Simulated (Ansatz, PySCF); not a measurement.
Gas-phase reaction in SMILES: CO[Si](S)(S)OC [dimethoxy-bis(sulfanyl)silane] + 6 [H][H] (H2) -> 2 C (CH4) + 2 O (H2O) + 2 S (H2S) + [SiH4] (SiH4)
Structures are relaxed separately at B3LYP-D3(BJ)/def2-TZVP in Ansatz (a program for electronic structure), one conformer each, not searched for the lowest. Frequencies are from Ansatz or PySCF.
Geometry of the first species:
```xyz
15

C     -1.5392    -1.5730    -1.4876
O     -0.7995    -1.3377    -0.2923
Si    -0.0224     0.0512     0.0673
S     -1.4622     1.6169    -0.1094
S      0.8308    -0.1704     2.0112
O      1.2101     0.3970    -0.9446
C      2.3935    -0.3845    -1.0861
H     -0.9600    -1.2987    -2.3724
H     -1.7718    -2.6362    -1.5282
H     -2.4718    -1.0044    -1.4858
H     -0.5753     2.5899     0.1582
H     -0.3364    -0.5009     2.5883
H      2.9297    -0.0168    -1.9598
H      3.0337    -0.2830    -0.2068
H      2.1557    -1.4411    -1.2298
```
Charge 0, spin multiplicity 1.

Wanted: energy of full hydrogenation (enthalpy at 298 K, with B3LYP-D3(BJ) rigid-rotor harmonic-oscillator terms), in kcal/mol. Correlated levels leave the core frozen unless marked. No spin-orbit coupling. Non-relativistic. CBS marks a two-point X^-3 extrapolation of the correlation energy; Hartree-Fock from the larger set. The bracket is a focal-point correction in the basis named.

```csv
level,program,energy of full hydrogenation (kcal/mol)
RI-HF/aug-cc-pV(Q+d)Z,Ansatz,-4.3
SVWN5/def2-TZVPD,Ansatz,15.6
revPBE-D4/def2-TZVPD,Ansatz + dftd4,21.6
revPBE/def2-TZVPD,Ansatz,4.0
r2SCAN-D3(BJ)/def2-TZVPD,Ansatz + dftd3,21.1
PBE0-D3(BJ)/def2-TZVP,Ansatz + dftd3,16.5
PBE0-D4/def2-TZVPD,Ansatz + dftd4,12.9
r2SCANh-D4/def2-TZVPD,Ansatz + dftd4,19.4
"MP2/CBS(cc-pV(T+d)Z,cc-pV(Q+d)Z)",Ansatz,22.1
SCS-MP2/STO-3G,Ansatz,22.0
SCS-MP2/cc-pV(T+d)Z,Ansatz,16.9
CCSD/STO-3G,Ansatz,24.2
CCSD(T)/6-31G,Ansatz,8.4
"RI-MP2/CBS(cc-pV(T+d)Z,cc-pV(Q+d)Z)+[CCSD(T)-MP2]/cc-pV(T+d)Z",Ansatz,14.9
"CCSD(T)/CBS(cc-pV(T+d)Z,cc-pV(Q+d)Z)",Ansatz,16.6
```
